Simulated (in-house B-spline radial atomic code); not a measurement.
Rh II (Rh+): [Kr] 4d8

Level of theory: Dirac-Kohn-Sham LDA PW92, spherical fractional occupations, Fermi nucleus of rms radius 4.4945 fm; calculated with a B-spline radial code for spherical atoms.

Z_r = [3n² - l(l+1)]/(2<r>); Z_e = n√(-2ε); the last column is Slater's effective charge. Values are occupation-weighted means over j. An effective charge above Z reflects the relativistic contraction of the inner shells.

```
shell  electrons   ε (eV)  <r> (bohr)    Z_r    Z_e  Slater
   1s          2   -23003     0.03266  45.93  41.12   44.70
   2s          2  -3341.5      0.1417  42.34  31.34   40.85
   2p          6  -3000.2      0.1236  40.45  29.70   40.85
   3s          2  -602.93      0.3912  34.51  19.97   33.75
   3p          6  -490.34      0.3908  31.99  18.01   33.75
   3d         10  -308.38      0.3707  28.32  14.28   23.85
   4s          2  -90.257      0.9799  24.49  10.30   17.25
   4p          6  -58.373       1.082  21.26   8.29   17.25
   4d          8   -13.85       1.548  13.57   4.04    6.55
```

The least bound orbital is 4d5/2 at -13.69 eV, and it is also the most diffuse (<r> = 1.557 bohr).

Spin-orbit splittings of the orbital energies (j = l + 1/2 above j = l - 1/2 when positive): 2p 144.4 eV, 3p 24.85 eV, 3d 4.906 eV, 4p 3.95 eV, 4d 0.4054 eV.

For the 1s electron the small component carries 2.7 % of the norm, the zero-frequency Breit interaction raises the level by 48.18 eV, self-energy by 26.7 eV, and vacuum polarisation lowers it by 3.243 eV.

The density falls to 0.001 bohr⁻³ at 3.747 bohr; Σ<r²> = 36.956 bohr² gives, by the non-relativistic formula and without the paramagnetism of open shells, a Langevin diamagnetic susceptibility of -29.27×10⁻⁶ cm³/mol.
